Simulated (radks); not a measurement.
Question: Cl, configuration [Ne] 3s2 3p(up 2.625, down 2.375) (fractional occupations, a model configuration). Calculated with a radial shooting solver on a logarithmic mesh with Libxc functionals: scalar-relativistic Kohn-Sham, LDA (Slater exchange, Perdew-Wang correlation), spin-polarised, spherical densities, finite nucleus; Fermi nuclear charge, rms radius 3.3654 fm. Some entries of the table are withheld. Estimate them.

orbital   occ.  eigenvalue (eV)  <r> (bohr)  <1/r> (bohr^-1)
1s up        1        -2741.943     0.09121            16.63
1s down      1        -2741.898     0.09121            16.63
2s up        1              (1)         (2)            3.296
2s down      1              (3)         (4)            3.297
2p up        3        -191.6520      0.4077            3.202
2p down      3        -191.5916      0.4077            3.202
3s up        1         -20.8007       1.535           0.9061
3s down      1         -20.5794       1.537           0.9052
3p up    2.625              (5)       1.841           0.7492
3p down  2.375              (6)       1.848           0.7469

Answer: 
(1) 2s up eigenvalue (eV): -251.7421
(2) 2s up <r> (bohr): 0.4460
(3) 2s down eigenvalue (eV): -251.6934
(4) 2s down <r> (bohr): 0.4460
(5) 3p up eigenvalue (eV): -8.7979
(6) 3p down eigenvalue (eV): -8.6014
